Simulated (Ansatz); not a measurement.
Stepwise reaction of `[SiH3]OB(Cl)O[SiH3]` with hydrogen chloride, as a gas-phase model of exchange steps in deposition or etching. ΔE in kJ/mol; ΔG adds harmonic PBE0-D4 terms to CCSD(T)/CBS, at 1 bar.

Program: Ansatz. Geometries: PBE0-D4/def2-TZVP. ΔE: electronic, gas phase. CCSD(T)/CBS is the MP2 limit (def2-TZVPP, def2-QZVPP) plus CCSD(T) − MP2 in def2-TZVPP, frozen cores. This one scheme is used for every species. Functionals use def2-TZVPP. B3LYP here is the variant with VWN-RPA as its local correlation; programs differ in this. One conformer a species, not always the lowest.

```tsv
step	reaction	PBE-D4	B3LYP-D4	ωB97M-V	CCSD(T)/CBS	ΔG(500 K)
1	`[SiH3]OB(Cl)O[SiH3]` + HCl → `[SiH3]OB(Cl)Cl` + `O[SiH3]`	44.8	56.1	53.4	54.1	45.5
2	`[SiH3]OB(Cl)Cl` + HCl → `ClB(Cl)Cl` + `O[SiH3]`	49.9	62.3	59.6	60.1	62.5
```

Task: By hand: ΔE of the 2 steps together at CCSD(T)/CBS.

Result: (54.1) + (60.1) = 114.2 kJ/mol, or 57.1 kJ/mol a step.

In ΔE each step is higher than the one before. All are uphill at CCSD(T)/CBS. ΔG lies between 45.5 and 62.5 kJ/mol a step. PBE-D4 differs from CCSD(T)/CBS by -10.2 to -9.3 kJ/mol a step. Only this route is followed, and other bonds may react first. Isolated molecules leave out the surface, adducts and barriers. Largest T1 diagnostic: 0.012.
